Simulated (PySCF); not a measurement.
Species: C5H11NSi.
SMILES with atom numbers: `[CH2:1]=[CH:2][C:3](=[CH2:4])[CH2:5][NH:6][SiH3:7]` (hydrogens: H8, H9 on C1; H10 on C2; H11, H12 on C4; H13, H14 on C5; H15 on N6; H16, H17, H18 on Si7)

Structure used (GFN2-xTB), in Å, numbered top down from 1:
```xyz
18
C5H11NSi angstrom
C     -1.781   -1.608    0.663
C     -1.947   -0.294    0.554
C     -1.087    0.632   -0.171
C     -1.414    1.921   -0.261
C      0.191    0.110   -0.777
N      1.171   -0.153    0.255
Si     2.861   -0.181   -0.026
H     -0.965   -2.136    0.199
H     -2.474   -2.214    1.221
H     -2.800    0.169    1.036
H     -2.312    2.311    0.189
H     -0.798    2.627   -0.789
H      0.614    0.857   -1.451
H     -0.023   -0.790   -1.374
H      0.789   -0.731    0.988
H      3.442   -0.395    1.297
H      3.203    1.115   -0.615
H      3.324   -1.234   -0.949
```

PySCF closed-shell single points with density fitting, gas phase. The input was altered on purpose; the results of an altered input aren't properties of the species above.

Q: What comes out at PBE0/6-31++G** with: at most 79 cycles, all coordinates scaled by 1.1?

A: E = -540.7971 Eh; HOMO -6.47 eV, LUMO -1.55 eV (gap 4.92 eV), in 11 cycles. The distance C1···C2 goes from 1.329 to 1.461 Å, the nuclear repulsion from 349.29 to 317.54 Eh (it goes as one over the scale factor).

The SCF part of the output:
```
final grid: 138056 points
cycle   1  E = -540.7661227000  dE = -6.040e-01  |g| = 3.352e-01  |ddm| = 5.070e+00
cycle   2  E = -540.7358658354  dE =  3.026e-02  |g| = 4.991e-01  |ddm| = 3.595e+00
cycle   3  E = -540.7958878006  dE = -6.002e-02  |g| = 6.886e-02  |ddm| = 2.367e+00
cycle   4  E = -540.7969140993  dE = -1.026e-03  |g| = 2.609e-02  |ddm| = 2.336e-01
cycle   5  E = -540.7971105756  dE = -1.965e-04  |g| = 6.157e-03  |ddm| = 8.628e-02
cycle   6  E = -540.7971164853  dE = -5.910e-06  |g| = 4.211e-03  |ddm| = 3.263e-02
cycle   7  E = -540.7971212926  dE = -4.807e-06  |g| = 4.231e-04  |ddm| = 8.391e-03
cycle   8  E = -540.7971213366  dE = -4.403e-08  |g| = 1.876e-04  |ddm| = 2.529e-03
cycle   9  E = -540.7971213450  dE = -8.385e-09  |g| = 6.839e-05  |ddm| = 6.676e-04
cycle  10  E = -540.7971213461  dE = -1.148e-09  |g| = 3.430e-05  |ddm| = 2.460e-04
cycle  11  E = -540.7971213465  dE = -3.383e-10  |g| = 5.159e-06  |ddm| = 7.410e-05
converged SCF energy = -540.7971213465
```

Q: What comes out at PBE0/6-31++G** with: at most 79 cycles, all coordinates scaled by 1.1?

A: E = -540.7971 Eh; HOMO -6.47 eV, LUMO -1.55 eV (gap 4.92 eV), in 11 cycles. The distance C1···C2 goes from 1.329 to 1.461 Å, the nuclear repulsion from 349.30 to 317.54 Eh (it goes as one over the scale factor).
